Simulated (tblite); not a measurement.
Compound: C₈H₁₁OP.
Numbering: `[CH2:1]=[CH:2][c:3]1[cH:4][c:5]([O:6][CH3:7])[pH:8][c:9]1[CH3:10]` (hydrogens: H11, H12 on C1; H13 on C2; H14 on C4; H15, H16, H17 on C7; H18 on P8; H19, H20, H21 on C10)

Cartesian coordinates in Å at the GFN2-xTB level; atoms count from 1:
```xyz
21
C8H11OP angstrom
C     -2.5447   -2.2118   -0.2004
C     -2.2589   -0.9137   -0.2015
C     -0.9428   -0.3308   -0.0266
C      0.2525   -1.1167    0.1773
C      1.3846   -0.3899    0.2942
O      2.6052   -0.9331    0.5089
C      3.6831   -0.0342    0.5020
P      1.0159    1.4002    0.3084
C     -0.7125    1.0148   -0.0714
C     -1.7231    2.0990   -0.2749
H     -1.7951   -2.9722   -0.0672
H     -3.5545   -2.5607   -0.3352
H     -3.0615   -0.2012   -0.3394
H      0.2463   -2.1914    0.2041
H      3.5427    0.7544    1.2525
H      3.8043    0.4343   -0.4825
H      4.5734   -0.6125    0.7430
H      1.4209    1.6428   -1.0103
H     -2.4401    2.1282    0.5468
H     -2.2767    1.9443   -1.2011
H     -1.2280    3.0669   -0.3273
```

All values are computed: GFN2-xTB (tblite) harmonic vibrations without scaling, gas phase. The method is semi-empirical: single wavenumbers can be off by several per cent or more. Modes of hydrogen on phosphorus can be 10 to 20 % off. One conformer, not necessarily the lowest.

Harmonic wavenumbers (cm⁻¹): 37.2, 70.3, 115.8, 125.1, 153.3, 161.6, 211.7, 213.1, 285.3, 306.2, 374.7, 400.5, 446.0, 464.1, 475.6, 561.7, 671.9, 694.6, 703.2, 739.0, 764.8, 813.3, 882.9, 884.1, 1008.4, 1014.8, 1018.0, 1030.2, 1083.4, 1123.0, 1137.8, 1159.2, 1170.1, 1230.0, 1305.9, 1354.0, 1398.2, 1402.1, 1415.3, 1458.7, 1467.2, 1479.8, 1485.3, 1531.6, 1588.7, 1663.2, 2229.3, 2896.8, 2917.0, 2981.5, 2999.8, 3024.8, 3027.9, 3063.3, 3109.2, 3129.2, 3136.6.

A = 1876, B = 816.8, C = 576.0 MHz; mass 154.055 u (most abundant isotopes); point group C1, symmetry number 1.

Question: Zero-point energy?

Answer: ½Σν̃ = 35798 cm⁻¹ = 102.35 kcal/mol.

Question: Give the ideal-gas entropy at 400 K and 1 bar in the rigid-rotor, harmonic-oscillator model (classical rotation).

Answer: Translation 42.49, rotation 31.15, vibration 47.69: S = 121.3 cal/(mol K).

Question: And Cp and H(400 K) − H(0)?

Answer: Cp = 55.28 cal/(mol K), of which vibrations give 47.33 (their classical limit is 57 R = 113.3); H(400 K) − H(0) = 13.03 kcal/mol without the zero-point energy, 9.85 from vibrations.

Question: Which modes carry the vibrational entropy at 400 K?

Answer: 37.2 cm⁻¹: 5.99; 70.3 cm⁻¹: 4.72; 115.8 cm⁻¹: 3.74; 125.1 cm⁻¹: 3.59; 153.3 cm⁻¹: 3.20; 161.6 cm⁻¹: 3.09 cal/(mol K); the other 51 give 23.36 together.

Question: What must be added to the electronic energy to get the Gibbs energy at 400 K and 1 bar?

Answer: ZPE + [H(400 K) − H(0)] − T·S = 102.35 + 13.03 − 48.54 = 66.84 kcal/mol.

Question: Blend soft modes into free rotors: weight 1/[1 + (100 cm⁻¹/ν̃)⁴] for the oscillator and the rest for a rotor with moment μB/(μ + B), μ = h/(8π²ν), B = 10⁻⁴⁴ kg m². What vibrational entropy results?

Answer: 44.29 cal/(mol K) in place of 47.69, which changes −T·S at 400 K by +1.36 kcal/mol.

Question: How do the functions run with temperature in this model?

Answer: 
```
T (K)  S (cal/(mol K))  Cp (cal/(mol K))  H − H(0) (kcal/mol)  G − H(0) (kcal/mol)  ln q(vib)
  100             72.9              21.3                 1.41                -5.88       2.08
  200             91.4              33.2                 4.15               -14.14       5.28
  300            107.0              44.5                 8.03               -24.07       8.47
  500            134.7              64.6                19.04               -48.31      14.67
  800            169.7              84.0                41.58               -94.15      23.39
 1000            189.3              92.3                59.26              -130.09      28.74
```

q(vib) and H(0) count from the zero-point level.

Hindered rotation and anharmonicity are outside this model. Other conformers, if any are populated, would add a mixing term that is left out. The structure is chiral; the term R ln 2 for an equal mix with its mirror image is left out.
